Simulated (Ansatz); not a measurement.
```xyz
7

B    -0.8508    0.4511   -0.9376
Al   -0.3187   -1.2884   -0.1087
Ge    0.4817    1.0315    0.3167
H    -1.5157    1.0526   -1.7118
H    -0.1124   -2.7862    0.3497
H     1.4122    1.9649    1.1045
H     0.9036   -0.4256    0.9871
```

Charge 0, multiplicity 1.

(1) List the PBE0/def2-TZVPP orbital energies in eV (Ansatz 0.2.0). (Estimate.)

Results:

(1) The calculation gave: Occupied: -10860.16, -1528.11, -1358.45, -1208.27, -1208.27, -1208.21, -184.47, -171.13, -120.97, -120.95, -120.81, -113.98, -74.03, -74.02, -73.83, -33.80, -33.76, -33.73, -33.65, -33.62, -16.53, -12.70, -11.78, -10.07, -9.14, -7.10, -6.23. Lowest empty: -1.42, -0.71, -0.58, -0.50, 0.98, 1.36, 1.64, 2.53.
